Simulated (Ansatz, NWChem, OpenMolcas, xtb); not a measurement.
Ligand exchange: GaBr + BH2Cl → GaCl + BH2Br

Species: GaBr, singlet; BH2Cl `BCl`, singlet; GaCl, singlet; BH2Br `BBr`, singlet. The partners trade Br for Cl: Ga–Br and B–Cl bonds give way to Ga–Cl and B–Br.

Shapes, held fixed at every level: PBE0-D4/def2-TZVP. Programs: Ansatz 0.2.0, NWChem 7.3.0, OpenMolcas 26.06, xtb 6.7.1, xtb 6.7.1 later snapshot. A level may come from different programs for different species; with the same settings they agree closely. The zero-point and thermal change to 298 K, harmonic and unscaled (PBE0-D4/def2-TZVP), is -0.9 kJ/mol.

```
                             level                    kind  ΔH(298 K) (kJ/mol)  less CCSD(T)/def2-TZVPP
                          GFN2-xTB          semi-empirical               -12.8                    -30.1
                 PBE-D4/def2-TZVPP                     GGA               +19.5                     +2.2
B3LYP/6-31G* (spherical functions)           global hybrid               +21.9                     +4.6
               B3LYP-D4/def2-TZVPP           global hybrid               +20.5                     +3.2
               BHLYP-D4/def2-TZVPP           global hybrid               +22.0                     +4.7
                wB97M-V/def2-TZVPP  range-separated hybrid               +19.2                     +1.9
                    MP2/def2-TZVPP     perturbation theory               +17.2                     -0.1
                   CCSD/def2-TZVPP   coupled cluster or CI               +17.5                     +0.2
                CCSD(T)/def2-TZVPP   coupled cluster or CI               +17.3                      0.0
```

The highest level, CCSD(T)/def2-TZVPP, gives ΔH(298 K) = +17.3 kJ/mol; the levels span -12.8 to +22.0. They disagree on the sign: 8 of 9 are positive. The column of differences is taken from that level and isn't an error. No measured value is set beside it here. Relativity is left out for Br, Ga. Outer-core shells of Br, Ga are correlated in most correlated rows, in sets that cover them unevenly.
